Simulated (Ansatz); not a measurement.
Geometry optimisation, UKS PBE0-D4/6-31G (Ansatz).

input.yaml

```yaml
crystal:
  periodic: [false, false, false]
  atoms:
    - { symbol: Si, position_ang: [0.134132, 0.43763, 0.969572] }
    - { symbol: C, position_ang: [-0.228431, -0.465778, -0.638119] }
    - { symbol: C, position_ang: [-1.272836, -1.583791, -0.619174] }
    - { symbol: C, position_ang: [1.555815, 1.501843, 0.332379] }
    - { symbol: H, position_ang: [1.452164, 1.245077, -0.718887] }
    - { symbol: H, position_ang: [0.377396, -0.423964, 2.174844] }
    - { symbol: Cl, position_ang: [-1.584107, 1.697587, 1.493522] }
    - { symbol: H, position_ang: [0.743863, -0.857154, -0.975342] }
    - { symbol: H, position_ang: [-0.513112, 0.314409, -1.358916] }
    - { symbol: H, position_ang: [-2.246062, -1.218992, -0.273179] }
    - { symbol: H, position_ang: [-0.971044, -2.402959, 0.044223] }
    - { symbol: H, position_ang: [-1.417318, -2.008916, -1.618881] }
    - { symbol: H, position_ang: [2.538338, 1.189898, 0.698564] }
    - { symbol: H, position_ang: [1.431203, 2.575108, 0.489296] }
magnetization:
  spin_polarized: true
basis:
  gaussian: { orbitals: "6-31G" }
hamiltonian:
  xc: pbe0
  dispersion: d4
relax:
  f_tol: 0.03
  max_steps: 50
output:
  orbitals: {}
```

Launched with:

```bash
$ ansatz run input.yaml --threads 2 --pin off --max-ram 3072MiB --backend cpu --events-out ev --progress --plain --runs-dir out
```

Where does it end, and by what steps?

The forces met the threshold. Limits of this set-up: no polarisation functions. After 12 steps the energy has fallen by 0.318 eV; H5 moved furthest, 1.08 Å.

| step | energy less start (eV) | largest force component (eV/Å) | accepted |
| --- | --- | --- | --- |
| 0 | 0.0000 | 0.736 | yes |
| 1 | -0.1492 | 0.259 | yes |
| 2 | -0.2261 | 0.478 | yes |
| 3 | -0.2663 | 0.357 | yes |
| 4 | -0.2925 | 0.112 | yes |
| 5 | -0.3069 | 0.111 | yes |
| 6 | -0.2825 | 0.773 | no |
| 7 | -0.3135 | 0.051 | yes |
| 8 | -0.3166 | 0.045 | yes |
| 9 | -0.3163 | 0.175 | no |
| 10 | -0.3176 | 0.037 | yes |
| 11 | -0.3183 | 0.043 | yes |
| 12 | -0.3185 | 0.018 | yes |

```xyz
14
Properties=species:S:1:pos:R:3
Si 0.187 0.452 0.724
C -0.206 -0.655 -0.772
C -1.363 -1.627 -0.526
C 1.608 1.667 0.425
H 1.401 2.290 -0.451
H 0.397 -0.368 1.966
Cl -1.617 1.641 1.136
H 0.716 -1.201 -1.020
H -0.423 -0.004 -1.628
H -2.288 -1.088 -0.296
H -1.150 -2.298 0.314
H -1.549 -2.248 -1.409
H 2.540 1.116 0.250
H 1.748 2.323 1.289
```

Whether the end is a true minimum wasn't checked by a vibrational analysis.

Run time: 30 s on 2 threads of Intel(R) Xeon(R) 6975P-C (Granite Rapids), on a shared host, peak memory 0.28 GiB.
